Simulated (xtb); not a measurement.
xtb input:

```bash
xtb mol.xyz --gfn 1 --sp --chrg 1 --uhf 0
```
mol.xyz:
```
5

O     -1.70661122     0.00559744    -0.04848578
C     -0.62544763    -0.50963170     0.24798148
C      0.73169644     0.18445807    -0.07625975
O      1.85185944     0.12879404    -0.01743342
H     -1.79947861     0.87590996    -0.50297673
```

Problem. What final total energy does it print?

Solution. -13.49233 Eh (GFN1-xTB).

It need not be the lowest isomer of its formula.
